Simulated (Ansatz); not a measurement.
System: [diamino(methyl)germyl]methane, C$_{2}$H$_{10}$GeN$_{2}$, net charge 0, singlet state. SMILES: [NH2][Ge]([NH2])([CH3])[CH3]
Coordinates optimised at B3LYP-D3(BJ)/def2-TZVP (Ansatz, an electronic-structure program):
```
Ge
N 1 1.8505
H 2 1.0111 1 114.67
H 2 1.0118 3 108.64 1 129.28
N 1 1.8621 2 109.03 3 87.13
H 5 1.0118 1 115.27 2 -68.81
H 5 1.0121 6 108.51 1 130.54
C 1 1.9546 2 109.25 3 -158.17
H 8 1.0895 1 109.97 2 60.76
H 8 1.0899 9 108.76 1 120.32
H 8 1.0907 9 108.76 10 118.10
C 1 1.9653 2 105.83 3 -36.28
H 12 1.0903 1 110.27 2 -177.67
H 12 1.0904 13 108.72 1 -121.09
H 12 1.0908 13 108.32 14 -117.91
```

Computed values are from Ansatz. Correlated levels leave the core frozen unless marked. Open shells are spin-unrestricted. No spin-orbit coupling. The frozen core is the preceding noble-gas configuration, with the filled d and f shells of earlier blocks. Non-relativistic. Basis-set limits of correlation are two-point, X^-3; Hartree-Fock from the larger set. The bracket is a focal-point correction in the basis named.

| Item | Value |
|---|---|
| atomisation energy De | 5320.7 kJ/mol at CCSD(T)/CBS(cc-pVTZ,cc-pVQZ) |
| vertical ionisation energy (to the doublet) | 9.41 eV at RI-MP2/CBS(aug-cc-pVTZ,aug-cc-pVQZ)+[CCSD(T)-MP2]/aug-cc-pVTZ |
| total energy | -2267.0995 Eh at CCSD(T)/CBS(cc-pVTZ,cc-pVQZ) |
| dipole moment | 1.39 D at CCSD(T)/aug-cc-pVDZ |
| T1 diagnostic | 0.010 at CCSD/cc-pVQZ |
